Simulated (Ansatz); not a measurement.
Steps of a relaxation of CH₈AlBGe (`[CH3][GeH2][BH][AlH2]`) with RKS PBE-D4/def2-SVP.

```sh
$ ansatz run in.yaml --threads 4 --pin off --events-out ev --progress --plain --max-ram 10444MiB
```

```yaml
crystal:
  periodic: [false, false, false]
  atoms:
    - {symbol: C, position_ang: [-0.478300, 1.691200, -0.433200]}
    - {symbol: Ge, position_ang: [-0.177300, 0.607300, 1.099300]}
    - {symbol: B, position_ang: [0.936100, -0.952100, 0.523100]}
    - {symbol: Al, position_ang: [0.362000, -2.231800, -0.927100]}
    - {symbol: H, position_ang: [0.435600, 2.096100, -0.879100]}
    - {symbol: H, position_ang: [-1.152000, 2.615200, -0.139000]}
    - {symbol: H, position_ang: [-1.036300, 1.148500, -1.212500]}
    - {symbol: H, position_ang: [-1.477000, 0.103400, 1.665000]}
    - {symbol: H, position_ang: [0.574600, 1.449800, 2.224500]}
    - {symbol: H, position_ang: [2.029600, -1.121300, 1.055900]}
    - {symbol: H, position_ang: [-1.148000, -1.991200, -1.576500]}
    - {symbol: H, position_ang: [1.207900, -3.470200, -1.366300]}
basis:
  gaussian: {orbitals: def2-SVP}
hamiltonian: {xc: pbe, dispersion: d4}
relax: {f_tol: 0.03, max_steps: 200}
```

Positions (Å) and forces (eV/Å) along the path, 12 of 39 steps:

```xyz
12
step=1 energy=-64930.6271 eV
C    -0.478    1.691   -0.433   -1.839    2.366   -0.390
Ge   -0.177    0.607    1.099    1.268    0.249    1.384
B     0.936   -0.952    0.523    1.242    0.295    1.018
Al    0.362   -2.232   -0.927   -1.427   -0.516   -1.122
H     0.436    2.096   -0.879    0.409    0.097   -0.078
H    -1.152    2.615   -0.139    1.081   -1.400   -0.451
H    -1.036    1.149   -1.212   -0.081   -0.183   -0.151
H    -1.477    0.103    1.665   -0.883   -0.208    0.326
H     0.575    1.450    2.224   -0.407   -0.126   -0.314
H     2.030   -1.121    1.056   -0.129    0.095    0.007
H    -1.148   -1.991   -1.577    0.498   -0.177    0.049
H     1.208   -3.470   -1.366    0.268   -0.493   -0.278
12
step=5 energy=-64931.0326 eV
C    -0.522    1.765   -0.439    0.002    0.023   -0.019
Ge   -0.105    0.655    1.154   -0.005   -0.033   -0.026
B     1.018   -0.978    0.583   -0.037   -0.019    0.000
Al    0.310   -2.323   -0.968    0.029    0.030    0.007
H     0.407    2.175   -0.881   -0.007   -0.004    0.003
H    -1.172    2.609   -0.140   -0.013    0.013    0.002
H    -1.048    1.160   -1.203    0.003   -0.009    0.010
H    -1.477    0.142    1.706    0.019   -0.005   -0.001
H     0.512    1.569    2.253   -0.003    0.014    0.006
H     2.093   -1.163    1.125    0.032   -0.011    0.013
H    -1.103   -2.071   -1.695   -0.004    0.004    0.000
H     1.162   -3.596   -1.460   -0.017   -0.004    0.004
12
step=9 energy=-64931.0412 eV
C    -0.581    1.715   -0.452   -0.023    0.003    0.027
Ge   -0.045    0.658    1.144   -0.014    0.049    0.016
B     1.089   -0.980    0.616    0.085   -0.032    0.027
Al    0.343   -2.237   -0.981   -0.092   -0.191   -0.183
H     0.305    2.190   -0.921   -0.043   -0.027    0.022
H    -1.292    2.511   -0.149    0.048   -0.046   -0.019
H    -1.073    1.053   -1.193    0.029    0.034    0.022
H    -1.366    0.071    1.751   -0.003    0.007   -0.001
H     0.543    1.624    2.220   -0.004   -0.025   -0.024
H     2.128   -1.224    1.217   -0.083    0.048   -0.078
H    -0.885   -1.701   -1.915    0.228   -0.087    0.115
H     0.911   -3.735   -1.303   -0.127    0.269    0.075
12
step=10 energy=-64931.0542 eV
C    -0.592    1.714   -0.441   -0.014    0.014    0.012
Ge   -0.047    0.656    1.151   -0.056    0.002    0.047
B     1.088   -0.976    0.608    0.068   -0.022   -0.043
Al    0.344   -2.244   -0.981   -0.082   -0.181   -0.192
H     0.292    2.191   -0.911   -0.039   -0.024    0.015
H    -1.303    2.507   -0.134    0.043   -0.041   -0.011
H    -1.084    1.053   -1.182    0.027    0.025    0.018
H    -1.366    0.071    1.765    0.001    0.020    0.000
H     0.550    1.620    2.222    0.000   -0.019   -0.017
H     2.151   -1.190    1.176   -0.055    0.033   -0.063
H    -0.795   -1.674   -2.005    0.231   -0.085    0.147
H     0.839   -3.783   -1.232   -0.125    0.279    0.088
12
step=11 energy=-64931.0889 eV
C    -0.602    1.707   -0.420   -0.024    0.019    0.004
Ge   -0.069    0.639    1.167   -0.042   -0.026    0.046
B     1.094   -0.954    0.562    0.001   -0.134   -0.029
Al    0.354   -2.256   -0.995   -0.056   -0.057   -0.096
H     0.284    2.182   -0.885   -0.001   -0.006    0.000
H    -1.309    2.501   -0.111    0.013   -0.007   -0.003
H    -1.093    1.053   -1.168    0.007    0.003   -0.001
H    -1.393    0.078    1.790    0.030    0.008   -0.016
H     0.553    1.596    2.228    0.000   -0.008    0.013
H     2.190   -1.125    1.076   -0.005    0.080   -0.073
H    -0.652   -1.632   -2.120    0.208   -0.137    0.114
H     0.720   -3.844   -1.091   -0.131    0.266    0.041
12
step=12 energy=-64931.1248 eV
C    -0.603    1.698   -0.400    0.019   -0.030   -0.035
Ge   -0.093    0.620    1.190   -0.042   -0.080    0.170
B     1.084   -0.960    0.564    0.330    0.121   -0.232
Al    0.351   -2.249   -0.988   -0.068   -0.244   -0.060
H     0.289    2.166   -0.857    0.027    0.003   -0.005
H    -1.305    2.497   -0.095   -0.008    0.001    0.032
H    -1.092    1.052   -1.155   -0.012   -0.007   -0.013
H    -1.422    0.076    1.807   -0.008    0.022   -0.005
H     0.545    1.569    2.248   -0.008    0.002    0.016
H     2.261   -1.004    0.946   -0.350   -0.001   -0.092
H    -0.509   -1.656   -2.243    0.207   -0.033    0.178
H     0.571   -3.865   -0.983   -0.088    0.245    0.045
12
step=16 energy=-64931.2417 eV
C    -0.610    1.752   -0.313   -0.053    0.033   -0.029
Ge   -0.129    0.536    1.192   -0.039    0.024   -0.049
B     1.125   -0.860    0.329    0.121   -0.019   -0.023
Al    0.399   -2.339   -0.981   -0.180   -0.100    0.099
H     0.292    2.243   -0.726    0.007   -0.003    0.016
H    -1.303    2.533    0.056    0.023   -0.016    0.002
H    -1.109    1.188   -1.127    0.026    0.007    0.057
H    -1.464   -0.067    1.728    0.006   -0.011   -0.005
H     0.487    1.391    2.339    0.000   -0.014   -0.008
H     2.321   -0.669    0.508   -0.033   -0.001    0.013
H     0.044   -1.927   -2.502    0.040   -0.063    0.027
H     0.023   -3.836   -0.469    0.083    0.164   -0.100
12
step=17 energy=-64931.2414 eV rejected
C    -0.618    1.786   -0.302   -0.059    0.010    0.000
Ge   -0.134    0.537    1.176    0.007    0.053    0.001
B     1.121   -0.857    0.312   -0.023    0.022   -0.039
Al    0.355   -2.350   -0.961    0.135   -0.232   -0.062
H     0.288    2.271   -0.717   -0.004   -0.007    0.015
H    -1.294    2.572    0.092    0.032   -0.037   -0.017
H    -1.136    1.243   -1.119    0.034    0.024    0.065
H    -1.462   -0.083    1.709   -0.008    0.006   -0.013
H     0.489    1.366    2.341   -0.021    0.002   -0.017
H     2.318   -0.660    0.478   -0.041   -0.047   -0.006
H     0.118   -2.023   -2.532   -0.048   -0.014    0.134
H     0.030   -3.858   -0.443   -0.006    0.220   -0.061
12
step=20 energy=-64931.2501 eV
C    -0.614    1.796   -0.302    0.005   -0.010    0.008
Ge   -0.137    0.532    1.162    0.015    0.036    0.012
B     1.134   -0.854    0.304    0.008   -0.041   -0.026
Al    0.388   -2.362   -0.960   -0.017   -0.018    0.003
H     0.294    2.283   -0.707   -0.002    0.003    0.002
H    -1.293    2.575    0.094    0.000   -0.002    0.005
H    -1.124    1.254   -1.121   -0.003    0.009   -0.008
H    -1.471   -0.095    1.673    0.006   -0.005   -0.010
H     0.470    1.351    2.340   -0.008    0.001    0.006
H     2.329   -0.674    0.480   -0.011    0.026    0.017
H     0.049   -2.019   -2.498   -0.001   -0.013   -0.003
H     0.053   -3.845   -0.431    0.008    0.013   -0.006
12
step=25 energy=-64931.2540 eV
C    -0.595    1.912   -0.258    0.017   -0.005   -0.038
Ge   -0.172    0.511    1.095    0.013    0.022    0.010
B     1.114   -0.849    0.203   -0.010   -0.007   -0.015
Al    0.408   -2.472   -0.942   -0.019    0.009    0.009
H     0.325    2.440   -0.578   -0.043   -0.042    0.019
H    -1.289    2.646    0.198    0.012   -0.027   -0.024
H    -1.079    1.459   -1.148    0.032    0.038    0.066
H    -1.530   -0.123    1.528    0.009    0.006   -0.006
H     0.426    1.220    2.351   -0.020   -0.019   -0.028
H     2.302   -0.596    0.348   -0.017    0.005   -0.013
H     0.003   -2.287   -2.494    0.015   -0.007    0.042
H     0.164   -3.916   -0.268    0.011    0.027   -0.022
12
step=33 energy=-64931.2593 eV
C    -0.528    2.002   -0.208    0.014   -0.035    0.030
Ge   -0.250    0.472    1.037   -0.004    0.033   -0.022
B     1.063   -0.821    0.092   -0.007   -0.004    0.010
Al    0.423   -2.572   -0.882   -0.010    0.003   -0.015
H     0.434    2.508   -0.414   -0.004   -0.002   -0.002
H    -1.226    2.725    0.257   -0.007    0.004    0.003
H    -0.962    1.649   -1.163    0.000    0.005    0.000
H    -1.651   -0.136    1.354    0.007    0.000   -0.003
H     0.317    1.037    2.377   -0.005   -0.007   -0.012
H     2.215   -0.414    0.097   -0.001   -0.006   -0.010
H    -0.185   -2.506   -2.375    0.016   -0.004    0.026
H     0.426   -3.999   -0.137   -0.001    0.012   -0.004
12
step=39 energy=-64931.2617 eV
C    -0.513    2.109   -0.145   -0.006    0.005   -0.020
Ge   -0.290    0.460    0.937   -0.001   -0.002    0.006
B     1.031   -0.818   -0.021    0.029   -0.009    0.002
Al    0.453   -2.670   -0.832   -0.020    0.009    0.006
H     0.465    2.609   -0.287   -0.008   -0.006    0.001
H    -1.202    2.801    0.378    0.007   -0.008   -0.006
H    -0.939    1.865   -1.138    0.010    0.010    0.025
H    -1.706   -0.144    1.187   -0.002    0.003   -0.001
H     0.276    0.871    2.334   -0.003   -0.004   -0.006
H     2.162   -0.359   -0.093   -0.020    0.000   -0.005
H    -0.167   -2.752   -2.317    0.006   -0.002   -0.003
H     0.506   -4.027    0.031    0.009    0.003    0.000
```

Run time 64 s (4 threads of an Arm Neoverse V1 on a shared host); peak host memory 0.18 GiB.
